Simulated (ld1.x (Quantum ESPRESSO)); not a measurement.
An all-electron radial function and its pseudo partner (O)

Columns: radius, all-electron u(r) and pseudo u(r) of the 2s shell (level -39.61 eV) of oxygen in the configuration [He] 2s2 2p3; PBE, non-relativistic, ultrasoft scheme, ld1.x (Quantum ESPRESSO) 7.5.

| r (bohr) | all-electron | pseudo |
| --- | --- | --- |
| 0.060 | 0.3826 | -0.1063 |
| 0.120 | 0.4316 | -0.2115 |
| 0.180 | 0.3146 | -0.3145 |
| 0.240 | 0.1252 | -0.4143 |
| 0.300 | -0.0845 | -0.5096 |
| 0.360 | -0.2865 | -0.5995 |
| 0.420 | -0.4666 | -0.6826 |
| 0.480 | -0.6193 | -0.7580 |
| 0.540 | -0.7431 | -0.8244 |
| 0.600 | -0.8386 | -0.8810 |
| 0.660 | -0.9082 | -0.9267 |
| 0.720 | -0.9549 | -0.9609 |
| 0.780 | -0.9818 | -0.9829 |
| 0.840 | -0.9923 | -0.9923 |
| 0.900 | -0.9893 | -0.9893 |
| 0.960 | -0.9753 | -0.9753 |
| 1.020 | -0.9528 | -0.9528 |
| 1.080 | -0.9237 | -0.9237 |
| 1.140 | -0.8898 | -0.8898 |
| 1.200 | -0.8523 | -0.8523 |
| 1.260 | -0.8126 | -0.8126 |
| 1.320 | -0.7716 | -0.7716 |
| 1.380 | -0.7300 | -0.7300 |
| 1.440 | -0.6885 | -0.6885 |
| 1.500 | -0.6475 | -0.6475 |
| 1.560 | -0.6075 | -0.6075 |

Q: How many radial nodes do the two functions have?

A: The all-electron 2s function has n − l − 1 = 1; the pseudo-wave has 0, since the states of the same l below it are removed with the core.

Q: At about which radius was the pseudo-wave matched?

A: 0.85 bohr, where the columns begin to agree (steps of 0.06 bohr).

Q: Is the pseudo-wave norm-conserving?

A: No, it belongs to an ultrasoft set: the norm inside the radius is not constrained, and the difference is carried by the augmentation charge.
